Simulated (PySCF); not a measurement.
# Peak assignment

Molfile (atoms numbered from 1):
```
C7H12
     RDKit          3D

 19 20  0  0  0  0  0  0  0  0999 V2000
    1.3632   -0.3570   -0.6055 C   0  0  0  0  0  0  0  0  0  0  0  0
    0.9423    1.1197   -0.4602 C   0  0  0  0  0  0  0  0  0  0  0  0
   -0.2757    1.0434    0.4671 C   0  0  1  0  0  0  0  0  0  0  0  0
   -1.4396    0.4277   -0.3173 C   0  0  0  0  0  0  0  0  0  0  0  0
   -1.0191   -1.0490   -0.4633 C   0  0  0  0  0  0  0  0  0  0  0  0
    0.3338   -1.0975    0.2553 C   0  0  2  0  0  0  0  0  0  0  0  0
    0.1139   -0.1056    1.3971 C   0  0  0  0  0  0  0  0  0  0  0  0
    1.3414   -0.6941   -1.6415 H   0  0  0  0  0  0  0  0  0  0  0  0
    2.3711   -0.5184   -0.2214 H   0  0  0  0  0  0  0  0  0  0  0  0
    1.7358    1.7126   -0.0038 H   0  0  0  0  0  0  0  0  0  0  0  0
    0.6922    1.5760   -1.4176 H   0  0  0  0  0  0  0  0  0  0  0  0
   -0.5227    1.9916    0.9434 H   0  0  0  0  0  0  0  0  0  0  0  0
   -1.5799    0.9157   -1.2814 H   0  0  0  0  0  0  0  0  0  0  0  0
   -2.3707    0.5187    0.2433 H   0  0  0  0  0  0  0  0  0  0  0  0
   -0.9331   -1.3541   -1.5058 H   0  0  0  0  0  0  0  0  0  0  0  0
   -1.7356   -1.7123    0.0227 H   0  0  0  0  0  0  0  0  0  0  0  0
    0.6432   -2.1032    0.5378 H   0  0  0  0  0  0  0  0  0  0  0  0
    1.0172    0.0953    1.9709 H   0  0  0  0  0  0  0  0  0  0  0  0
   -0.6875   -0.4003    2.0727 H   0  0  0  0  0  0  0  0  0  0  0  0
  1  2  1  0
  2  3  1  0
  3  4  1  0
  4  5  1  0
  5  6  1  0
  6  7  1  0
  6  1  1  0
  7  3  1  0
  1  8  1  0
  1  9  1  0
  2 10  1  0
  2 11  1  0
  3 12  1  1
  4 13  1  0
  4 14  1  0
  5 15  1  0
  5 16  1  0
  6 17  1  1
  7 18  1  0
  7 19  1  0
M  END
```

PySCF 2.14 calculation with shielding tensors at PBE0/pcSseg-1 (GIAO) and geometry: GFN2-xTB; one averaged value for each set of equivalent atoms, no solvent, single conformer, non-relativistic Hamiltonian.

δ = σ(ref) − σ, references computed at the same level: 13C (σ = 186.93 ppm) and 1H (σ = 31.72 ppm) against TMS.

Question: Assign these signals to the numbered atoms. 13C{1H} NMR (computed): δ 39.8, 39.8, 32.5.

Answer: 
```tsv
δ (ppm)	atoms	environment	reason
39.8	C3/C6	sp3 CH in a ring	a saturated carbon with 3 carbon neighbours and no heteroatom attached
39.8	C7	sp3 CH2 in a ring	aliphatic region, no heteroatom directly attached
32.5	C1/C2/C4/C5	sp3 CH2 in a ring	–
```

C3/C6 and C7 lie closer than the usual error of such a calculation, so a measured spectrum could show them in the other order.

Question: Assign these signals to the numbered atoms. 1H NMR (400 MHz, computed): δ 2.11 (m, 2H), 1.60 (m, 4H), 1.17 (m, 4H), 1.09 (m, 2H).

Answer: 
2.11 → H12/H17, hydrogen on an sp3 CH in a ring
1.60 → H9/H10/H14/H16, hydrogen on an sp3 CH2 in a ring: far from electronegative atoms and π systems
1.17 → H8/H11/H13/H15, hydrogen on an sp3 CH2 in a ring
1.09 → H18/H19, hydrogen on an sp3 CH2 in a ring

H8/H11/H13/H15 and H18/H19 lie closer than the usual error of such a calculation, so a measured spectrum could show them in the other order.

Shifts are as computed. Against solution values, carbons near 30 ppm lie about +3 ppm off and those near 130 ppm about +5 ppm. Of 1211 compounds with measured shifts, 218 miss one by over three times the rms of a fit or turn the order of signals round; such compounds aren't used in these exercises. Multiplicities follow the n + 1 count of equivalent neighbours, as no J values were calculated; m marks all less simple cases, F and P coupling included.
